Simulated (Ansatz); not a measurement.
Wavefunction ladder for `C[C@@H]1CC[C@H](C)C1`

Cartesian coordinates in Å:
```
C 1.012 -2.383 -0.114
C 0.615 -0.979 -0.524
C 1.504 0.123 0.074
C 0.605 1.367 0.220
C -0.783 0.954 -0.296
C -1.931 1.688 0.366
C -0.788 -0.558 -0.105
H 2.035 -2.615 -0.422
H 0.959 -2.495 0.974
H 0.353 -3.133 -0.559
H 0.667 -0.907 -1.618
H 1.872 -0.199 1.053
H 2.386 0.309 -0.543
H 0.994 2.235 -0.318
H 0.529 1.661 1.271
H -0.821 1.149 -1.376
H -1.857 2.768 0.213
H -2.897 1.362 -0.029
H -1.933 1.506 1.446
H -0.943 -0.795 0.957
H -1.577 -1.061 -0.671
```

Total charge 0; spin multiplicity 1. Geometry: relaxed with PBE0-D4/def2-TZVP. Frozen core, restricted reference, Ansatz. CBS rows extrapolate triple and quadruple zeta; past MP2 they add the triple-zeta difference.

```json
{"basis": "def2-SVP", "HF (Eh)": "?", "MP2 corr.": "-1.00186", "CCSD corr.": "-1.08870", "(T)": "?", "CCSD(T) total": "?"}
{"basis": "def2-TZVPP", "HF (Eh)": "-273.33368", "MP2 corr.": "-1.21812", "CCSD corr.": "-1.28802", "(T)": "?", "CCSD(T) total": "?"}
{"basis": "def2-QZVPP", "HF (Eh)": "-273.34623", "MP2 corr.": "-1.29270", "CCSD corr.": "–", "(T)": "–", "CCSD(T) total": "–"}
{"basis": "CBS(def2)", "HF (Eh)": "?", "MP2 corr.": "-1.34795", "CCSD corr.": "-1.41785", "(T)": "as TZ", "CCSD(T) total": "?"}
```

Task: Fill in the withheld values. (Best estimate.)

Result: Computed: def2-SVP HF (Eh): -273.04104; def2-SVP (T): -0.03444; def2-SVP CCSD(T) total: -274.16418; def2-TZVPP (T): -0.05277; def2-TZVPP CCSD(T) total: -274.67447; CBS(def2) HF (Eh): -273.34796; CBS(def2) CCSD(T) total: -274.81858.
